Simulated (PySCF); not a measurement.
**How methods differ on the ionisation energy of Hg(58+)**

Hg(58+) [Ar] 3d4 (5D) → Hg(59+) [Ar] 3d3 (4F), as a difference of total energies. All numbers are calculated (PySCF 2.14, the spin-free X2C one-electron Hamiltonian (Gaussian nucleus), in an even-tempered Gaussian basis (17 s from 16 bohr⁻², ratio 2.5; 13 p from 20 bohr⁻², ratio 2.5; 7 d from 20 bohr⁻², ratio 2.5; 4 f from 74 bohr⁻², ratio 2.7; 3 g from 110 bohr⁻², ratio 2.7)). Correlated levels: outer shells: [Ne] frozen; virtual orbitals above 40 to 60 times the deepest correlated orbital energy dropped. The calculations carry no spin-orbit coupling.

| method | ionisation energy (eV) |
| --- | --- |
| UHF | 5992.6 |
| LDA | 5990.7 |
| PBE | 5989.7 |
| PBE0 | 5990.9 |
| r2SCAN | 5989.8 |
| M06 | 5993.3 |
| revPBE | 5989.7 |
| MP2 (outer shells) | 5993.0 |
| SCS-MP2 (outer shells) | 5992.5 |

Spin-orbit coupling is strong in these open shells (close to jj coupling). The scalar numbers leave it out and a first-order estimate fails, so it can dominate the gap to the real levels.

Breit and QED terms and the two-electron picture change are absent.

For comparison: 6041 ± 6 eV (theoretical estimate listed by NIST; NIST Atomic Spectra Database, ionization energies).
